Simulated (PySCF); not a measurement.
**Bonding in `C[Si](C)(C)c1n[nH]c(F)n1`**

Species: C₅H₁₀FN₃Si.
Numbering: `[CH3:1][Si:2]([CH3:3])([CH3:4])[c:5]1[n:6][nH:7][c:8]([F:9])[n:10]1` (hydrogens: H11, H12, H13 on C1; H14, H15, H16 on C3; H17, H18, H19 on C4; H20 on N7)

Geometry (GFN2-xTB, Å), atoms numbered from 1 in this order:
```xyz
20
C5H10FN3Si angstrom
C     -1.6397   -1.5937    0.0502
Si    -0.8238    0.1244    0.0724
C     -1.3851    1.2151   -1.3875
C     -1.1215    1.0139    1.7321
C      1.0421   -0.1379   -0.1031
N      1.9250    0.8326   -0.1200
N      3.1132    0.2168   -0.2560
C      2.8752   -1.1102   -0.3143
F      3.8677   -1.9676   -0.4476
N      1.6112   -1.3745   -0.2238
H     -1.1996   -2.2377    0.8052
H     -2.7065   -1.5329    0.2436
H     -1.5014   -2.0820   -0.9093
H     -2.4440    1.4454   -1.3251
H     -1.2114    0.7230   -2.3399
H     -0.8407    2.1545   -1.3988
H     -2.1677    1.2761    1.8548
H     -0.5402    1.9287    1.7923
H     -0.8379    0.3872    2.5726
H      3.9796    0.7296   -0.3009
```

Bond orders from the PBE0/pcSseg-1 density (PySCF). Isolated species at its GFN2-xTB geometry, gas phase.

(1) How far do the computed orders between heavy atoms stray from the drawn ones?

(2) Give the Mayer order of every bond, beside its length.

Results:

(1) The largest departure is 0.376, at N6–N7 (drawn aromatic, 1.124), counting aromatic bonds as 1.5. Drawn single, order below 0.88: Si2–C5 (0.752). The bonds drawn aromatic range from 1.12 to 1.61.

(2) 
```
  bond  drawn as  length (Å)  Mayer order
C1–Si2    single       1.902        0.990
Si2–C3    single       1.907        0.984
Si2–C4    single       1.906        0.983
Si2–C5    single       1.892        0.752
 C5–N6  aromatic       1.312        1.570
 N6–N7  aromatic       1.345        1.124
 N7–C8  aromatic       1.349        1.183
 C8–F9    single       1.318        1.039
C8–N10  aromatic       1.294        1.609
N10–C5  aromatic       1.367        1.253
C1–H11    single       1.086        0.950
C1–H12    single       1.086        0.954
C1–H13    single       1.085        0.952
C3–H14    single       1.085        0.955
C3–H15    single       1.086        0.954
C3–H16    single       1.086        0.951
C4–H17    single       1.086        0.955
C4–H18    single       1.086        0.952
C4–H19    single       1.086        0.954
N7–H20    single       1.008        0.923
```

By pair of heavy elements: C–Si: lowest Si2–C5 (0.752, 1.892 Å), highest C1–Si2 (0.990, 1.902 Å); in 3 of the 6 pairs the longer bond (by over 0.003 Å) has the higher order (by 0.02 or more). C–N: lowest N7–C8 (1.183, 1.349 Å), highest C8–N10 (1.609, 1.294 Å); in 1 of the 6 pairs the longer bond (by over 0.003 Å) has the higher order (by 0.02 or more).

Sum the orders of all bonds at each heavy atom with more than one neighbour and set the sums beside the valence in the SMILES.

C1 3.846 (drawn 4), Si2 3.709 (drawn 4), C3 3.844 (drawn 4), C4 3.844 (drawn 4), C5 3.575 (drawn 4), N6 2.694 (drawn 3), N7 3.230 (drawn 3), C8 3.831 (drawn 4), N10 2.862 (drawn 3). Orders between atoms that aren't bonded are not in these sums.

The Mayer order sums products of elements of PS (density times overlap matrix) between the two atoms' basis functions, so it depends on the basis set.
